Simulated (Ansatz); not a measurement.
One change: `F[Si](F)(F)BCl` becomes `C=C[Se][Si](F)(F)F`.

Ansatz, PBE0-D4/def2-TZVP geometries, multiplicity 1. Each molecule was computed in one conformer, which needn't be the lowest.

Scalar relativity is left out up to krypton. Spin–orbit coupling is left out; it splits and shifts lone-pair levels of the heavy atoms by tenths of an eV.

```
                                      property  `F[Si](F)(F)BCl`
            HOMO energy (PBE0/def2-TZVPP) / eV             -8.78
size of the dipole moment (PBE/def2-TZVPP) / D              1.76
         LUMO energy (ωB97M-V/def2-TZVPP) / eV             -0.90
          HOMO–LUMO gap (PBE0/def2-TZVPP) / eV              5.80
         HOMO energy (ωB97M-V/def2-TZVPP) / eV            -10.97
           LUMO energy (B3LYP/def2-TZVPP) / eV             -3.15
```

(1) Give the same properties after the change, and the shifts. (An estimate is asked.)

Answers

(1) Ansatz gave: 
```tsv
property	`C=C[Se][Si](F)(F)F`	shift
HOMO energy (PBE0/def2-TZVPP) / eV	-7.55	1.23
size of the dipole moment (PBE/def2-TZVPP) / D	2.27	0.51
LUMO energy (ωB97M-V/def2-TZVPP) / eV	1.15	2.05
HOMO–LUMO gap (PBE0/def2-TZVPP) / eV	6.57	0.77
HOMO energy (ωB97M-V/def2-TZVPP) / eV	-9.72	1.25
LUMO energy (B3LYP/def2-TZVPP) / eV	-1.19	1.96
```

With PBE0 the HOMO rises by 1.23 eV and the LUMO rises by 2.01 eV, so the gap widens by about 0.78 eV. PBE moves the HOMO by 1.05 eV and ωB97M-V by 1.25 eV. Dipoles are sizes alone; their direction can turn.

B3LYP here is the variant with VWN-RPA as its local correlation; programs differ in this.
